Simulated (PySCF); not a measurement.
SMILES C[Si](C)(C)[SiH2]F (C3H11FSi2) (GFN2-xTB optimised geometry):

```
17

C      1.592    -0.674     0.000
Si    -0.319    -0.674     0.000
C     -0.907     1.147     0.000
C     -0.911    -1.483     1.630
Si    -1.101    -1.825    -1.858
F     -2.715    -1.900    -1.748
H      1.990    -0.178    -0.881
H      1.991    -1.684     0.014
H      1.986    -0.157     0.870
H     -0.546     1.679    -0.876
H     -1.991     1.211    -0.004
H     -0.552     1.684     0.876
H     -1.996    -1.521     1.677
H     -0.546    -2.502     1.721
H     -0.565    -0.933     2.501
H     -0.916    -1.199    -3.166
H     -0.741    -3.238    -1.973
```

Calculation: B3LYP/def2-SVP in PySCF.

Problem. What are the frontier orbital energies and the dipole moment?

Solution. HOMO-2 -8.47 eV, HOMO-1 -8.40 eV, HOMO -7.63 eV, LUMO -0.38 eV, LUMO+1 0.51 eV; dipole moment 2.20 D.

Meta-Löwdin charges at B3LYP/def2-SVP: C1 -0.53, Si2 0.66, C3 -0.53, C4 -0.52, Si5 0.68, F6 -0.49, H7 0.11, H8 0.11, H9 0.11, H10 0.11, H11 0.11, H12 0.11, H13 0.11, H14 0.11, H15 0.11, H16 -0.12, H17 -0.12.
